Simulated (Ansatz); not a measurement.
Geometry optimisation, RKS BLYP-D4/6-31G* in Ansatz.

The input (input.yaml):

```yaml
crystal:
  periodic: [false, false, false]
  atoms:
    - { symbol: Al, position_ang: [-0.143355, 0.056547, 0.276197] }
    - { symbol: "N", position_ang: [0.065926, 0.091089, 2.136041] }
    - { symbol: H, position_ang: [-0.755919, 0.22976, 2.72899] }
    - { symbol: H, position_ang: [0.867622, 0.585586, 2.537231] }
    - { symbol: Cl, position_ang: [1.588209, 0.312809, -0.931664] }
    - { symbol: O, position_ang: [-1.697366, -0.252695, -0.39073] }
    - { symbol: H, position_ang: [-1.795953, -0.359282, -1.35625] }
    - { symbol: H, position_ang: [0.472893, -2.555188, 0.929495] }
    - { symbol: H, position_ang: [0.434743, -2.027625, 1.41059] }
basis:
  gaussian: { orbitals: "6-31G*" }
hamiltonian:
  xc: blyp
  dispersion: d4
relax:
  f_tol: 0.03
  max_steps: 50
```

Run as:

```bash
$ ansatz run input.yaml --threads 1 --pin off --max-ram 2048MiB --backend cpu --events-out ev --progress --plain --runs-dir out
```

Question: Where does it end, and by what steps?

Answer: It converged. The force dipped under the threshold on the way, but the program's further checks kept it going. After 22 steps the energy has fallen by 0.210 eV; H8 moved furthest, 1.13 Å.

```csv
step,energy less start (eV),largest force component (eV/Å),accepted
0,0.0000,1.508,yes
1,-0.1382,0.877,yes
2,-0.1746,0.267,yes
3,-0.1620,0.432,no
4,-0.1871,0.179,yes
5,-0.1937,0.132,yes
6,-0.1949,0.099,yes
7,-0.1986,0.141,yes
8,-0.2016,0.036,yes
9,-0.1992,0.520,no
10,-0.2024,0.065,yes
11,-0.2047,0.084,yes
12,-0.2019,0.499,no
13,-0.2045,0.135,no
14,-0.2053,0.018,yes
15,-0.2061,0.071,yes
16,-0.2072,0.167,yes
17,-0.2079,0.127,yes
18,-0.2090,0.045,yes
19,-0.2093,0.053,yes
20,-0.2094,0.048,yes
21,-0.2096,0.037,yes
22,-0.2096,0.011,yes
```

```xyz
9
Properties=species:S:1:pos:R:3
Al -0.251 0.322 0.127
N 0.001 0.157 1.876
H -0.741 -0.035 2.548
H 0.901 0.269 2.341
Cl 1.423 0.732 -1.124
O -1.836 0.130 -0.511
H -1.967 0.153 -1.477
H 0.857 -3.184 1.784
H 0.650 -2.463 1.776
```

Whether the end is a true minimum wasn't checked by a vibrational analysis.

Time of the run: 70 s on 1 thread of Arm Neoverse V1, with other jobs on the host, peak memory 0.14 GiB.
